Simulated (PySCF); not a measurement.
Molfile (atoms numbered from 1):
```
C7H5FO
     RDKit          3D

 14 14  0  0  0  0  0  0  0  0999 V2000
    2.8515   -1.5173    0.5030 O   0  0  0  0  0  0  0  0  0  0  0  0
    2.3358   -0.4800    0.1658 C   0  0  0  0  0  0  0  0  0  0  0  0
    0.8704   -0.2851    0.0965 C   0  0  0  0  0  0  0  0  0  0  0  0
    0.0074   -1.3370    0.4337 C   0  0  0  0  0  0  0  0  0  0  0  0
   -1.3693   -1.1729    0.3744 C   0  0  0  0  0  0  0  0  0  0  0  0
   -1.9015    0.0567   -0.0264 C   0  0  0  0  0  0  0  0  0  0  0  0
   -1.0665    1.1177   -0.3667 C   0  0  0  0  0  0  0  0  0  0  0  0
    0.3086    0.9321   -0.3004 C   0  0  0  0  0  0  0  0  0  0  0  0
    1.1096    1.9447   -0.6250 F   0  0  0  0  0  0  0  0  0  0  0  0
    2.9505    0.4059   -0.1182 H   0  0  0  0  0  0  0  0  0  0  0  0
    0.4658   -2.2800    0.7413 H   0  0  0  0  0  0  0  0  0  0  0  0
   -2.0342   -1.9975    0.6389 H   0  0  0  0  0  0  0  0  0  0  0  0
   -2.9845    0.1926   -0.0753 H   0  0  0  0  0  0  0  0  0  0  0  0
   -1.4598    2.0856   -0.6822 H   0  0  0  0  0  0  0  0  0  0  0  0
  1  2  2  0
  2  3  1  0
  3  4  2  0
  4  5  1  0
  5  6  2  0
  6  7  1  0
  7  8  2  0
  8  9  1  0
  8  3  1  0
  2 10  1  0
  4 11  1  0
  5 12  1  0
  6 13  1  0
  7 14  1  0
M  END
```

- σ from GIAO-HF/pcSseg-1
- geometry: PBE0-D3(BJ)/def2-SVP
- program: PySCF 2.14
- single conformer, relativity neglected, in vacuum

Scale: 13C (190.85 ppm) and 1H (31.69 ppm) against TMS; 17O (333.31 ppm) against H2O; CFCl3 for 19F (246.35 ppm) (reference shieldings calculated alike).

```tsv
atoms	nucleus	count	δ (ppm)
H10	1H	1	9.95
C7	13C	1	120.2
F9	19F	1	?
C2	13C	1	?
C8	13C	1	171.9
C6	13C	1	146.9
C5	13C	1	128.3
H14	1H	1	7.40
H11	1H	1	8.81
H13	1H	1	7.90
C3	13C	1	?
H12	1H	1	?
C4	13C	1	141.6
O1	17O	1	646.5
```

Question: Fill in the missing shifts.

Answer: 
- C2: 189.2 ppm, aldehyde carbonyl carbon; the double bond to the heteroatom, with no lone-pair donor beside it, deshields it most
- C3: 126.2 ppm, substituted aromatic carbon
- H12: 7.44 ppm, hydrogen on an aromatic CH; aromatic region
- F9: -104.1 ppm, aryl fluorine

Shifts are as computed. Against solution values, carbons near 30 ppm lie about -0 ppm off and those near 130 ppm about +7 ppm. Of 1211 compounds with measured shifts, 218 miss one by over three times the rms of a fit or turn the order of signals round; such compounds aren't used in these exercises. Unscaled 19F shifts against computed CFCl3 carry errors that often reach 10 to 50 ppm. Unscaled 17O shifts of doubly bonded oxygen tend to come out too high, by tens of ppm or more. Experimental scales use liquid or dissolved standards, which lie at an offset from isolated H2O (liquid H2O: subtract about 36 ppm).
